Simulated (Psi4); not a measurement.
Noncovalent pair: CH4 (SMILES C) (first 5 atoms) with SO2 (SMILES O=S=O); geometry from B3LYP-D3(BJ)/def2-TZVP, rigid monomers moved along the line of their centres of mass till C1···S7 is 6.19 Å.
(charge 0, multiplicity 1):
```xyz
8

C     -0.0231     0.0042    -0.1771
H     -0.0391     0.1236    -1.2593
H      0.8642    -0.5611     0.1065
H      0.0030     0.9859     0.2938
H     -0.9209    -0.5278     0.1362
O     -1.1322     0.4086     6.0826
S      0.0706    -0.3756     5.9981
O      1.3414     0.2970     6.0369
```

Computed with SAPT0/jun-cc-pV(D+d)Z (Psi4).

Task: Give the four SAPT terms and the total, and say what mostly holds the pair together.

Result: electrostatics -0.02, exchange 0.00, induction 0.00, dispersion -0.03, total -0.06 kcal/mol; the largest attraction is dispersion.
